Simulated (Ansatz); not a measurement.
```yaml
crystal:
  periodic: [false, false, false]
  atoms:
    - {symbol: C, position_ang: [1.252557, -3.208049, -1.175259]}
    - {symbol: C, position_ang: [1.866815, -1.203931, 1.203946]}
    - {symbol: F, position_ang: [2.931228, -1.048937, 3.886624]}
    - {symbol: C, position_ang: [0.551052, 1.818217, 1.785132]}
    - {symbol: C, position_ang: [-1.079630, 2.451501, -0.190645]}
    - {symbol: F, position_ang: [-2.149623, 5.717517, -0.575151]}
    - {symbol: F, position_ang: [-0.570133, 3.211750, -3.868880]}
    - {symbol: F, position_ang: [-4.257362, 1.257546, -1.228064]}
    - {symbol: H, position_ang: [-0.257407, -5.197508, 0.488695]}
    - {symbol: H, position_ang: [-0.279941, -2.366565, -2.685666]}
    - {symbol: H, position_ang: [2.806187, -5.200622, -0.847576]}
    - {symbol: H, position_ang: [0.884265, 3.229909, 3.544140]}
basis:
  gaussian: {orbitals: x2c-TZVPPall}
hamiltonian: {xc: {name: SVWN5}}
accuracy: high
output: {forces: true}
```

```sh
$ ansatz run in.yaml --threads 4 --pin off --events-out ev --progress --plain --max-ram 11315MiB
```

It prints (some lines left out):

```
Functional definition: SVWN5
4367 factors; integrals over basis functions are off by at most 2.8e-7 eV
mean field evaluation 1: about -14888.5252 eV, gradient 1.1e2 eV
mean field evaluation 2: about -13171.8605 eV, gradient 4.3e2 eV
mean field evaluation 4: about -14286.1580 eV, gradient 2.4e2 eV
mean field evaluation 8: about -14927.0486 eV, gradient 4.4e1 eV
mean field evaluation 16: about -14932.5719 eV, gradient 1.6e0 eV
mean field evaluation 32: about -14932.6550 eV, gradient 4.1e-3 eV
mean field evaluation 256: about -14932.6528 eV, gradient 1.8e-2 eV
mean field evaluation 320: about -14932.6417 eV, gradient 7.9e-3 eV
mean field -14932.65509195 eV, -548.7649529122 hartree, gradient 3.6e-8 eV, S^2 0.000000; 8 other end points of the search recorded, 0 dependent functions left out
reference -14932.65509820 eV, -548.7649531418 hartree; 32, 32 occupied and 272, 272 virtual orbitals, 4367 factors
Total energy: -14932.65509820 eV, -548.7649531418 hartree
Relativity: scalar
Atom 0 at     1.252557    -3.208049    -1.175259 Å, force    -0.423578     0.016482     0.082987 eV/Å
Atom 1 at     1.866815    -1.203931     1.203946 Å, force     0.082407     0.175221     0.900007 eV/Å
Atom 2 at     2.931228    -1.048937     3.886624 Å, force    -0.590963    -0.101689    -1.466217 eV/Å
Atom 3 at     0.551052     1.818217     1.785132 Å, force    -0.769753     1.283455    -0.103044 eV/Å
Atom 4 at    -1.079630     2.451501    -0.190645 Å, force     0.812058     0.012648     1.208689 eV/Å
Atom 5 at    -2.149623     5.717517    -0.575151 Å, force     0.209859    -0.516511     0.144165 eV/Å
Atom 6 at    -0.570133     3.211750    -3.868880 Å, force     0.036657    -0.097567     0.245317 eV/Å
Atom 7 at    -4.257362     1.257546    -1.228064 Å, force     0.378225     0.065844     0.177170 eV/Å
Atom 8 at    -0.257407    -5.197508     0.488695 Å, force     0.485540     0.507919    -0.530152 eV/Å
Atom 9 at    -0.279941    -2.366565    -2.685666 Å, force     1.290784    -0.985134     1.347536 eV/Å
Atom 10 at     2.806187    -5.200622    -0.847576 Å, force    -1.146858     1.050047    -0.213307 eV/Å
Atom 11 at     0.884265     3.229909     3.544140 Å, force    -0.364380    -1.410716    -1.793151 eV/Å
Dipole moment:     1.384964    -2.313481     0.671550 e Å
```

Q: Something in this input is off. What?

A: The geometry is stretched to more than twice its size. The run converged. The result belongs to that input, not to the molecule as meant.
